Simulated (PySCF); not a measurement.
Species: (HSi)4NH6 adamantane, H₁₀N₆Si₄.
Bonds: Si1–N3, Si1–N9, Si1–N13, N3–Si4, Si4–N6, Si4–N14, N6–Si7, Si7–N9, Si7–N10, N10–Si11, Si11–N13, Si11–N14. Hydrogens: H2 on Si1; H15 on N3; H5 on Si4; H16 on N6; H8 on Si7; H17 on N9; H18 on N10; H12 on Si11; H19 on N13; H20 on N14.

Probes without a nucleus sit at each ring's centroid and 1 Å off its mean plane on both sides; NICS is minus the shielding there, NICSzz its component along the normal. Level: GIAO PBE0/pcSseg-1 (PySCF, non-relativistic, gas phase) on the PBE0-D3(BJ)/def2-SVP geometry, one conformer.

Ring bond lengths (Å), with Mayer bond orders in brackets: Si1–N3 1.748 (0.96), N3–Si4 1.762 (0.92), Si4–N6 1.754 (0.94), N6–Si7 1.751 (0.94), Si7–N9 1.755 (0.95), N9–Si1 1.766 (0.92); Si1–N3 1.748 (0.96), N3–Si4 1.762 (0.92), Si4–N14 1.747 (0.96), N14–Si11 1.752 (0.93), Si11–N13 1.749 (0.95), N13–Si1 1.757 (0.93); Si1–N9 1.766 (0.92), N9–Si7 1.755 (0.95), Si7–N10 1.755 (0.93), N10–Si11 1.752 (0.95), Si11–N13 1.749 (0.95), N13–Si1 1.757 (0.93).

Problem. What do the NICS probes read (ppm)?

Solution. 
| ring | type | NICS(0) | NICS(1), two faces | NICS(1)zz, two faces | rms pucker (Å) | centre to ring atoms, mean (Å) |
| --- | --- | --- | --- | --- | --- | --- |
| Si1–N3–Si4–N6–Si7–N9 | 6-membered ring with 3 N and 3 Si | -0.2 | -0.1 / 0.3 | 6.3 / -0.6 | 0.27 | 1.69 |
| Si1–N3–Si4–N14–Si11–N13 | 6-membered ring with 3 N and 3 Si | -1.2 | -0.6 / 0.4 | 5.7 / -0.8 | 0.28 | 1.68 |
| Si1–N9–Si7–N10–Si11–N13 | 6-membered ring with 3 N and 3 Si | -0.2 | -0.2 / 0.3 | 6.1 / -0.9 | 0.27 | 1.69 |

Problem. What do they say, and how far can they be read as aromaticity?

Solution. 
- Si1–N3–Si4–N6–Si7–N9: mean NICS(1)zz 2.8 ppm, near zero. Si1, Si4, Si7 have four or more neighbours; no verdict on aromaticity is drawn. The two faces differ by 6.9 ppm, so no symmetry operation interchanges them.
- Si1–N3–Si4–N14–Si11–N13: mean NICS(1)zz 2.4 ppm, near zero. Si1, Si4, Si11 have four or more neighbours; no verdict on aromaticity is drawn. The two faces differ by 6.5 ppm, so no symmetry operation interchanges them.
- Si1–N9–Si7–N10–Si11–N13: mean NICS(1)zz 2.6 ppm, near zero. Si1, Si7, Si11 have four or more neighbours, so the value isn't read as a sign of a π ring current. The two faces differ by 7.0 ppm, so no symmetry operation interchanges them.

Problem. What field does 7.05 T along the ring normal induce along that normal at the first NICS(1) probe listed for ring Si1–N9–Si7–N10–Si11–N13, 1 Å off the ring?

Solution. NICSzz × B0 = 6.1 ppm × 7.05 T = 43 μT, along the applied field.

Problem. Give the inner angles of the rings and the Hirshfeld charges of the ring atoms.

Solution. 
- Si1–N3–Si4–N6–Si7–N9: Si1 106.8° (+0.429 e), N3 113.9° (-0.349 e), Si4 109.3° (+0.434 e), N6 113.5° (-0.348 e), Si7 108.1° (+0.427 e), N9 113.8° (-0.355 e); sum 665.5° against 720° for a flat convex ring.
- Si1–N3–Si4–N14–Si11–N13: Si1 106.3° (+0.429 e), N3 113.9° (-0.349 e), Si4 105.2° (+0.434 e), N14 114.8° (-0.342 e), Si11 106.0° (+0.432 e), N13 113.4° (-0.348 e); sum 659.5° against 720° for a flat convex ring.
- Si1–N9–Si7–N10–Si11–N13: Si1 108.7° (+0.429 e), N9 113.8° (-0.355 e), Si7 107.6° (+0.427 e), N10 114.8° (-0.348 e), Si11 108.5° (+0.432 e), N13 113.4° (-0.348 e); sum 666.9° against 720° for a flat convex ring.

Problem. How do the values depend on the level or the medium?

Solution. 
```
                level  NICS(0), Si1–N3–Si4–N6–Si7–N9  mean NICS(1)zz, Si1–N3–Si4–N6–Si7–N9  NICS(0), Si1–N3–Si4–N14–Si11–N13  mean NICS(1)zz, Si1–N3–Si4–N14–Si11–N13  NICS(0), Si1–N9–Si7–N10–Si11–N13  mean NICS(1)zz, Si1–N9–Si7–N10–Si11–N13
   PBE0/pcSseg-1, gas                           -0.2                                   2.8                              -1.2                                      2.4                              -0.2                                      2.6
wB97X-D/pcSseg-1, gas                           -0.4                                   2.6                              -1.4                                      2.3                              -0.4                                      2.4
```

The geometry is the same throughout.
